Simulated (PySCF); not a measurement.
Assignment exercise: C$_{5}$H$_{12}$Si$_{3}$

Molfile (atoms numbered from 1):
```
C5H12Si3
     RDKit          3D

 20 19  0  0  0  0  0  0  0  0999 V2000
    2.3680    1.9466   -0.3469 C   0  0  0  0  0  0  0  0  0  0  0  0
    1.2722    1.4495   -0.3741 C   0  0  0  0  0  0  0  0  0  0  0  0
   -0.3947    0.6172   -0.3878 Si  0  0  1  0  0  4  0  0  0  0  0  0
   -1.6321    2.0474   -0.6873 C   0  0  0  0  0  0  0  0  0  0  0  0
   -0.4367   -0.8603   -2.1924 Si  0  0  0  0  0  4  0  0  0  0  0  0
   -0.7288   -0.2716    1.7458 Si  0  0  0  0  0  4  0  0  0  0  0  0
    0.3906   -1.7706    1.9771 C   0  0  0  0  0  0  0  0  0  0  0  0
    1.4554   -2.0368    1.2385 C   0  0  0  0  0  0  0  0  0  0  0  0
    3.3222    2.3917   -0.3266 H   0  0  0  0  0  0  0  0  0  0  0  0
   -2.6566    1.6845   -0.6820 H   0  0  0  0  0  0  0  0  0  0  0  0
   -1.5501    2.8120    0.0798 H   0  0  0  0  0  0  0  0  0  0  0  0
   -1.4594    2.5282   -1.6460 H   0  0  0  0  0  0  0  0  0  0  0  0
    0.9023   -1.2219   -2.6612 H   0  0  0  0  0  0  0  0  0  0  0  0
   -1.1617   -0.3365   -3.3549 H   0  0  0  0  0  0  0  0  0  0  0  0
   -1.0996   -2.1126   -1.8122 H   0  0  0  0  0  0  0  0  0  0  0  0
   -0.4679    0.6420    2.8701 H   0  0  0  0  0  0  0  0  0  0  0  0
   -2.1106   -0.7470    1.9462 H   0  0  0  0  0  0  0  0  0  0  0  0
    0.1415   -2.4557    2.7789 H   0  0  0  0  0  0  0  0  0  0  0  0
    2.0804   -2.9019    1.4054 H   0  0  0  0  0  0  0  0  0  0  0  0
    1.7605   -1.3934    0.4267 H   0  0  0  0  0  0  0  0  0  0  0  0
  1  2  3  0
  3  2  1  1
  3  4  1  0
  3  5  1  0
  3  6  1  0
  6  7  1  0
  7  8  2  0
  1  9  1  0
  4 10  1  0
  4 11  1  0
  4 12  1  0
  5 13  1  0
  5 14  1  0
  5 15  1  0
  6 16  1  0
  6 17  1  0
  7 18  1  0
  8 19  1  0
  8 20  1  0
M  END
```

All values are calculated (PySCF 2.14): GFN2-xTB geometry, shieldings: GIAO PBE0/pcSseg-1. No relativistic terms, one averaged value for each set of equivalent atoms, no solvent model, single conformer.

Scale: TMS for ¹³C, ¹H (reference shieldings calculated alike).

Question: Assign these signals to the numbered atoms. ¹³C{¹H} NMR (computed): δ 145.6 (CH2), 139.0 (CH), 107.6 (CH), 91.0 (C), -1.4 (CH3).

Answer: 
| δ (ppm) | atoms | environment | reason |
| --- | --- | --- | --- |
| 145.6 | C8 | terminal =CH2 carbon | as expected for a trigonal carbon in a double bond |
| 139.0 | C7 | alkene CH | an sp2 carbon of a C=C bond |
| 107.6 | C1 | terminal alkyne carbon | – |
| 91.0 | C2 | alkyne carbon | sp carbons lie upfield of alkene carbons because the cylindrical π system leaves one tensor component strongly shielded |
| -1.4 | C4 | methyl carbon bonded to Si | an electropositive neighbour leaves it electron-rich and shielded |

Question: Assign these signals to the numbered atoms. ¹H NMR (500 MHz, computed): δ 6.58 (m, 1H), 6.47 (m, 1H), 6.38 (m, 1H), 4.54 (m, 1H), 4.20 (m, 1H), 3.58 (s, 3H), 2.19 (s, 1H), 0.44 (s, 3H).

Answer: 
6.58 → H18, hydrogen on an alkene CH: olefinic region
6.47 → H19, hydrogen on a terminal =CH2 carbon: a vinylic proton, deshielded by the sp2 carbon and the C=C anisotropy
6.38 → H20, hydrogen on a terminal =CH2 carbon
4.54 → H16, hydrogen on a silicon bonded to C, Si
4.20 → H17, hydrogen on a silicon bonded to C, Si
3.58 → H13/H14/H15, hydrogen on a silicon bonded to Si
2.19 → H9, hydrogen on a terminal alkyne carbon: it lies on the axis of the triple bond, in its shielding cone
0.44 → H10/H11/H12, hydrogen on a methyl carbon bonded to Si: an electropositive neighbour shields it, as in TMS itself

H18 and H19; H19 and H20 lie closer than the usual error of such a calculation, so a measured spectrum could show them in the other order.

Shifts are as computed. Against solution values, carbons near 30 ppm lie about +3 ppm off and those near 130 ppm about +5 ppm. Of 1309 compounds with measured shifts, 239 miss one by over three times the rms of a fit or turn the order of signals round; such compounds aren't used in these exercises. Multiplicities follow the n + 1 count of equivalent neighbours, as no J values were calculated; m marks all less simple cases, F and P coupling included.
